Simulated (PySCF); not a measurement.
Method: PBE-D3(BJ)/def2-TZVP // PBE0-D4/def2-TZVP in PySCF. Isolated molecules, 0 K electronic values unless said otherwise. One relaxed conformer stands for a flexible species; it need not be the lowest. Excitations are Tamm–Dancoff values on a coarser integration grid. The basis has no diffuse functions, so Rydberg states are missing or too high.

Reference species (SMILES): `O[SiH3]` (neutral, multiplicity 1).

The LUMO is -0.83 eV. The T1 excitation (TDA) is 6.15 eV and the S1–T1 gap (TDA) is 0.35 eV. The HOMO comes out as -7.21 eV.

After one change: the LUMO falls by 0.22 eV; the T1 excitation (TDA) drops by 1.08 eV; the S1–T1 gap (TDA) rises by 0.59 eV; the HOMO rises by 0.52 eV.

**Question.** Name the change that produced these shifts. The new species is one of these.
A. `B[SiH2]O`
B. `O[SiH2]B(O)O`
C. `NC(=O)[SiH2]O` (O–C–Si–O torsion 0°, C–Si–O–H torsion 0°)
D. `O[SiH2]F` (H–O–Si–F torsion 72°)

**Answer.** B, `O[SiH2]B(O)O`
